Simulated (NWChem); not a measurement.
Species: formate (CHO₂ anion); SMILES C(=O)[O-]

All runs: NWChem. Pople sets run with spherical d functions. Medium grid unless said otherwise, to which SCAN and Minnesota functionals are sensitive. Sets without diffuse functions describe the anion's extra electron poorly. Coordinates come from a B3LYP/def2-SVPD optimisation. The highest occupied level is positive in some or all of these runs, so the extra electron may be held by the finite basis. Level r2SCAN/6-31G*: single points from the atomic guess with DIIS by default; each run changes one setting, and all converged runs end within 0.3 mHa of each other.

Question: Which setting needs the most SCF iterations, or fails (defaults; no DIIS, 40 % damping; DIIS on 3 Fock matrices; level shift of 0.5 Ha throughout; core-Hamiltonian guess; no level shifting)?

Answer: no DIIS, 40 % damping, with 30 against 7 for the defaults.
| setting | SCF iterations |
|---|---|
| defaults | 7 |
| level shift of 0.5 Ha throughout | 14 |
| no DIIS, 40 % damping | 30 |
| DIIS on 3 Fock matrices | 9 |
| no level shifting | 7 |
| core-Hamiltonian guess | 11 |
